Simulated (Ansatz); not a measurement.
Isolated molecules relaxed with PBE0-D4/def2-TZVP in Ansatz; ΔE leaves out vibrations. CCSD(T)/CBS is the MP2 limit (def2-TZVPP, def2-QZVPP) plus CCSD(T) − MP2 in def2-TZVPP, frozen cores. This one scheme is used for every species. Functionals use def2-TZVPP. B3LYP here is the variant with VWN-RPA as its local correlation; programs differ in this. Each species was taken in one conformer, which may not be the lowest.

Reaction (formal exchange of groups at the Al–B bond): `[CH3][AlH][BH]S` + `C1CC1` → `[CH3][AlH][CH]1CC1` + `BS`

| level | ΔE (kcal/mol) | difference from CCSD(T)/CBS |
| --- | --- | --- |
| B3LYP-D4 | -6.5 | 0.4 |
| ωB97X-V | -6.3 | 0.6 |
| B2PLYP | -6.7 | 0.2 |
| PBE | -3.8 | 3.1 |
| PBE0 | -4.3 | 2.6 |
| HF/def2-TZVPP | -6.0 | 0.9 |
| CCSD(T)/def2-TZVPP | -6.8 | 0.1 |
| HF/def2-QZVPP | -6.2 | 0.7 |
| MP2/def2-QZVPP | -8.9 | -2.0 |
| SCS-MP2/def2-QZVPP | -8.2 | -1.3 |
| CCSD(T)/CBS | -6.9 | 0 |

Largest T1 diagnostic among the species: 0.015.

In def2-TZVPP, CCSD(T) changes the Hartree–Fock value by −0.7 kcal/mol (the triples alone add −0.2 kcal/mol) and MP2 by −2.8 kcal/mol. The D4 term adds −1.1 kcal/mol with B3LYP and −0.6 kcal/mol with PBE0; it sums over pairs of atoms, weighted by their polarisabilities, and B3LYP, whose exchange is more repulsive, gets the larger term.
